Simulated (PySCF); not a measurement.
Radial density of B⁺ (boron, charge +1)

UHF, [He] 2s2, closed-shell 1S. Computed with PySCF 2.14 in cc-pVTZ-DK (4s3p2d1f, 30 functions), with the spin-free X2C one-electron Hamiltonian (Gaussian nucleus).

| r (bohr) | 4πr²ρ (e/bohr) |
| --- | --- |
| 0.00612 | 0.03280 |
| 0.0103 | 0.08901 |
| 0.0173 | 0.2325 |
| 0.0291 | 0.5831 |
| 0.0490 | 1.350 |
| 0.0824 | 2.747 |
| 0.139 | 4.478 |
| 0.233 | 5.083 |
| 0.392 | 3.179 |
| 0.660 | 0.9699 |
| 1.11 | 1.045 |
| 1.87 | 1.003 |
| 3.14 | 0.1979 |
| 5.28 | 0.005082 |

Densities and radii are taken from the X2C orbitals without a picture-change correction, which distorts them close to the nucleus.
